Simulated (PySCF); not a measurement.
**Chlorine: a sound run and one with changed settings**

Sound run: Cl⁺ [Ne] 3s2 3p4, Cl²⁺ [Ne] 3s2 3p3. Calculation: PySCF 2.14, in cc-pV(T+d)Z; no relativity, point nucleus. In the sound run the correlated levels freeze [Ne]. The sound run starts from symmetry-adapted Hartree-Fock orbitals and uses a fine grid where one is needed.

Changed run: scalar relativity by spin-free X2C-1e. This setting is unsound on purpose.

| species | method | sound run (hartree) | changed run (hartree) | converged |
| --- | --- | --- | --- | --- |
| Cl⁺ | UHF | -459.05290 | -460.29606 | yes |
| Cl⁺ | PBE0 | -459.52914 | -460.77121 | yes |
| Cl⁺ | TPSS | -459.70086 | -460.94272 | yes |
| Cl⁺ | MP2 | -459.17687 | -460.42006 | yes |
| Cl⁺ | CCSD(T) | -459.20642 | -460.44950 | yes |
| Cl²⁺ | UHF | -458.22276 | -459.46628 | yes |
| Cl²⁺ | PBE0 | -458.65292 | -459.89541 | yes |
| Cl²⁺ | TPSS | -458.82224 | -460.06452 | yes |
| Cl²⁺ | MP2 | -458.31877 | -459.56226 | yes |
| Cl²⁺ | CCSD(T) | -458.34324 | -459.58662 | yes |

Ionisation energy of Cl⁺:

```json
{"method": "UHF", "sound run (eV)": "22.589", "changed run (eV)": "22.579"}
{"method": "PBE0", "sound run (eV)": "23.843", "changed run (eV)": "23.832"}
{"method": "TPSS", "sound run (eV)": "23.908", "changed run (eV)": "23.897"}
{"method": "MP2", "sound run (eV)": "23.350", "changed run (eV)": "23.342"}
{"method": "SCS-MP2", "sound run (eV)": "23.432", "changed run (eV)": "23.423"}
{"method": "CCSD", "sound run (eV)": "23.460", "changed run (eV)": "23.451"}
{"method": "CCSD(T)", "sound run (eV)": "23.488", "changed run (eV)": "23.480"}
```

Most of the change in total energy is the relativistic energy itself. On top of that the contraction fixes the core shape for the Hamiltonian it was made with, so the changed run is not a good calculation with the other Hamiltonian either.

For comparison, NIST gives 23.814 eV between the lowest levels.
